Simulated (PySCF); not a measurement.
PySCF input for OsO₄, SMILES [O]=[Os](=[O])(=[O])=[O], multiplicity 1, B3LYP-D3(BJ)/def2-SVP. Geometry: B3LYP-D3(BJ)/def2-SVP. The spin state was assumed, not searched. The isomer is the one that the SMILES or the coordinates give; other isomers of the formula were not compared. The def2 effective core potentials stand for the cores of Os; spin–orbit coupling is left out.

```python
import numpy as np
from pyscf import gto, scf, dft, df
from pyscf.hessian import thermo

mol = gto.M(
    atom='''
    Os    0.00000000    0.00000000    0.00000000
    O    -0.98507009    0.98507009   -0.98507009
    O     0.98507009    0.98507009    0.98507009
    O     0.98507009   -0.98507009   -0.98507009
    O    -0.98507009   -0.98507009    0.98507009
    ''',
    basis='def2-SVP',
    ecp={'Os': 'def2-svp'},
    charge=0,
    spin=0,
    max_memory=1600,
    verbose=3,
)
mf = dft.RKS(mol, xc='b3lyp').density_fit(auxbasis='def2-universal-jkfit')
mf.disp = 'd3bj'
mf.grids.level = 3
mf.conv_tol = 1e-11
mf.max_cycle = 100
mf.kernel()

# [left out here: the lines that compute and print the analytic Hessian (its translational invariance restored by hand, since the grid's response is missing), thermochemistry and intensities]
```

Log of the run:

```
converged SCF energy = -391.381176922201

WARN: DFTD3 does not support analytical Hessian, using finite difference


WARN: Mole.unit (angstrom) is changed to Bohr

Mode                                 0                   1                   2
Irrep
Freq [cm^-1]                      335.1175            335.1270            335.1365
Reduced mass [au]                  18.4075             18.4076             18.4076
Force const [Dyne/A]                1.2180              1.2181              1.2181
Char temp [K]                     482.1595            482.1731            482.1868
Normal mode                   x     y     z       x     y     z       x     y     z
       0  Os                 0.02  0.01 -0.02    0.00  0.02  0.01   -0.02  0.01 -0.02
       1   O                -0.11 -0.03  0.07   -0.03 -0.10 -0.09    0.00  0.05 -0.01
       2   O                -0.08 -0.02  0.11    0.08 -0.05  0.02    0.04 -0.10  0.03
       3   O                -0.04 -0.10  0.03   -0.08 -0.05  0.02    0.08 -0.02  0.11
       4   O                -0.00  0.05 -0.01    0.03 -0.10 -0.09    0.11 -0.03  0.07
Mode                                 3                   4                   5
Irrep
Freq [cm^-1]                      339.4711            339.4712            993.9591
Reduced mass [au]                  15.9990             15.9990             17.7710
Force const [Dyne/A]                1.0863              1.0863             10.3442
Char temp [K]                     488.4234            488.4235           1430.0859
Normal mode                   x     y     z       x     y     z       x     y     z
       0  Os                -0.00 -0.00 -0.00   -0.00 -0.00 -0.00   -0.02 -0.01  0.02
       1   O                -0.10 -0.02  0.08   -0.03 -0.10 -0.07   -0.01  0.02 -0.02
       2   O                 0.10 -0.02 -0.08    0.03 -0.10  0.07    0.03  0.03  0.02
       3   O                 0.10  0.02  0.08    0.03  0.10 -0.07    0.07 -0.07 -0.07
       4   O                -0.10  0.02 -0.08   -0.03  0.10  0.07    0.11  0.11 -0.11
Mode                                 6                   7                   8
Irrep
Freq [cm^-1]                      993.9634            993.9677           1012.4383
Reduced mass [au]                  17.7709             17.7709             15.9990
Force const [Dyne/A]               10.3443             10.3444              9.6623
Char temp [K]                    1430.0920           1430.0982           1456.6733
Normal mode                   x     y     z       x     y     z       x     y     z
       0  Os                 0.00 -0.02 -0.01   -0.02  0.01 -0.02    0.00  0.00 -0.00
       1   O                -0.03  0.03 -0.03    0.11 -0.11  0.11    0.07 -0.07  0.07
       2   O                 0.09  0.09  0.09    0.07  0.07  0.07   -0.07 -0.07 -0.07
       3   O                -0.09  0.09  0.09    0.03 -0.03 -0.02   -0.07  0.07  0.07
       4   O                 0.03  0.03 -0.03   -0.01 -0.02  0.02    0.07  0.07 -0.07
temperature 298.1500 [K]
pressure 101325.00 [Pa]
Rotational constants [GHz] 4.06912 4.06912 4.06912
Symmetry number 12
Zero-point energy (ZPE) 0.01294 [Eh]   33965.881 [J/mol]
                           tot       elec      trans        rot        vib
Entropy [J/mol/K]       293.060      0.000    177.817     87.998     27.244
Cv [J/mol/K]             64.795      0.000     12.472     12.472     39.851
Cp [J/mol/K]             73.109      0.000     20.786     12.472     39.851
Internal energy [J/mol]                      3718.434   3718.434  39291.870
Internal energy [Eh]   -391.36338  -391.38118
Enthalpy [J/mol]                             6197.391   3718.434  39291.870
Enthalpy [Eh]          -391.36243
Gibbs free energy [J/mol]                  -46818.697 -22518.298  31168.986
Gibbs free energy [Eh] -391.39571
static polarisability / bohr^3: [[40.426  0.    -0.   ]
 [ 0.    40.426 -0.   ]
 [ 0.     0.    40.426]]
largest difference of analytic and finite-field dipole derivatives / e: 0.0018527433336354981
mode   freq/cm-1   IR/(km/mol)   Raman/(A^4/amu)   depolarisation
   1      335.12         8.059             1.427            0.750
   2      335.13         8.059             1.426            0.750
   3      335.14         8.060             1.426            0.750
   4      339.47         0.000             5.800            0.750
   5      339.47         0.000             5.800            0.750
   6      993.96       116.393             7.291            0.750
   7      993.96       116.392             7.290            0.750
   8      993.97       116.391             7.292            0.750
   9     1012.44         0.000            34.619            0.000
max |gradient| / (hartree/bohr): 7.552499501651427e-05
APT charges: [ 2.0464 -0.5116 -0.5116 -0.5116 -0.5116]
```

Self-consistency was reached.
